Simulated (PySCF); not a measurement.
# Ionising NaI

PBE; PySCF, scalar-relativistic core potentials, basis sets Na def2-SVPD, I def2-SVPD with ECP28. Neutral (UKS): singlet (closed shell), Re = 2.745 Å, ωe = 244 cm⁻¹, De = 3.26 eV, HOMO -4.87 eV, LUMO -2.38 eV.

NaI⁻ (UKS): doublet (σ ↑), Re = 2.978 Å, ωe = 161 cm⁻¹, De = 0.88 eV to Na + I⁻. The energies at the minima are -459.87731 hartree for NaI and -459.91149 for NaI⁻.

(1) Work out the adiabatic electron affinity, without and with harmonic zero-point energies (1 hartree = 27.2114 eV, 1 eV = 8065.5 cm⁻¹), and the change of the bond length.

Spin–orbit coupling is left out, which matters for elements this heavy, above all for dissociation energies. For an ion De counts to the pair picked by the measured ionisation energies or electron affinities, which need not be the lowest pair at this level. The highest Kohn–Sham level is positive in this anion. Much of that is self-interaction error, but it also means that the finite basis helps to hold the extra electron. States were picked by a PBE0 search and need not be the measured ground states.

Results:

(1) At PBE: 0.03418 hartree = 0.930 eV between the minima; the zero-point term (244.0 − 161.0)/2 cm⁻¹ = +0.005 eV makes it 0.935 eV. Re changes by +23.3 pm against the neutral. The electron enters a σ orbital; in so polar a molecule the change of length follows mostly from the change of the ionic charges.
